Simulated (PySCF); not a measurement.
PySCF run on SiSn

File input.py (PySCF 2.14):

```python
from pyscf import gto, scf

mol = gto.M(
    atom='Si 0 0 0; Sn 0 0 2.342',
    basis='def2-svp',
    ecp={'Sn': 'def2-svp'},
    charge=0,
    spin=2,
    verbose=4,
)
mf = scf.ROHF(mol)
mf.kernel()
mf.dip_moment()
print('orbital energies (hartree):', mf.mo_energy[..., max(0, mol.nelec[1]-3):mol.nelec[0]+3].round(4))
```

```bash
$ OMP_NUM_THREADS=1 python input.py
```

Output (some set-up lines and the per-cycle HOMO/LUMO lines with their warnings removed):

```
PySCF version 2.14.0

[INPUT] verbose = 4
[INPUT] num. atoms = 2
[INPUT] num. electrons = 36
[INPUT] charge = 0
[INPUT] spin (= nelec alpha-beta = 2S) = 2
[INPUT] symmetry False subgroup None
[INPUT] Mole.unit = angstrom
[INPUT] Symbol           X                Y                Z      unit          X                Y                Z       unit  Magmom
[INPUT]  1 Si     0.000000000000   0.000000000000   0.000000000000 AA    0.000000000000   0.000000000000   0.000000000000 Bohr   0.0
[INPUT]  2 Sn     0.000000000000   0.000000000000   2.342000000000 AA    0.000000000000   0.000000000000   4.425738583731 Bohr   0.0

nuclear repulsion = 69.5929039126217
number of shells = 18
number of NR pGTOs = 97
number of NR cGTOs = 44
basis = def2-svp
ecp = {'Sn': 'def2-svp'}

******** <class 'pyscf.scf.rohf.ROHF'> ********
method = ROHF
initial guess = minao
damping factor = 0
level_shift factor = 0
DIIS = <class 'pyscf.scf.diis.CDIIS'>
diis_start_cycle = 1
diis_space = 8
diis_damp = 0
SCF conv_tol = 1e-09
SCF conv_tol_grad = None
SCF max_cycles = 50
direct_scf = True
direct_scf_tol = 1e-13
num. doubly occ = 17  num. singly occ = 2
Set gradient conv threshold to 3.16228e-05
init E= -478.901636032815
cycle= 1 E= -500.845936214454  delta_E= -21.9  |g|= 1.71  |ddm|= 4.53
cycle= 2 E= -500.659093426239  delta_E= 0.187  |g|= 1.65  |ddm|= 4.15
cycle= 3 E= -502.024166482884  delta_E= -1.37  |g|= 0.293  |ddm|= 2.75
cycle= 4 E= -502.080085424055  delta_E= -0.0559  |g|= 0.177  |ddm|= 0.789
cycle= 5 E= -502.103027496527  delta_E= -0.0229  |g|= 0.0295  |ddm|= 0.277
cycle= 6 E= -502.104210824035  delta_E= -0.00118  |g|= 0.00715  |ddm|= 0.0765
cycle= 7 E= -502.104421521149  delta_E= -0.000211  |g|= 0.00392  |ddm|= 0.0315
cycle= 8 E= -502.104540732223  delta_E= -0.000119  |g|= 0.00343  |ddm|= 0.025
cycle= 9 E= -502.104662469947  delta_E= -0.000122  |g|= 0.00185  |ddm|= 0.0346
cycle= 10 E= -502.104728769169  delta_E= -6.63e-05  |g|= 0.00057  |ddm|= 0.0456
cycle= 11 E= -502.10473019375  delta_E= -1.42e-06  |g|= 0.000209  |ddm|= 0.00535
cycle= 12 E= -502.10473033655  delta_E= -1.43e-07  |g|= 0.000147  |ddm|= 0.000731
cycle= 13 E= -502.104730468279  delta_E= -1.32e-07  |g|= 3.8e-05  |ddm|= 0.00133
cycle= 14 E= -502.104730478431  delta_E= -1.02e-08  |g|= 1.03e-05  |ddm|= 0.000426
cycle= 15 E= -502.104730478836  delta_E= -4.04e-10  |g|= 2.61e-06  |ddm|= 9.22e-05
Extra cycle  E= -502.104730478846  delta_E= -1e-11  |g|= 1.42e-06  |ddm|= 8.64e-06
converged SCF energy = -502.104730478846
Dipole moment(X, Y, Z, Debye): -0.00000, -0.00000,  0.91399
orbital energies (hartree): [-0.6528 -0.4414 -0.2581 -0.1691 -0.1493  0.0395  0.045   0.1601]
```

In short: E(SCF) = -502.104730 Eh, 15 cycles, μz(SCF) = 0.91 D.

Hardware: Arm Neoverse N1, 1 thread, shared host. Wall time 1.4 s, peak memory 0.11 GiB.

The bond length is a typed value, not an optimised one. No search for the lowest solution was made.
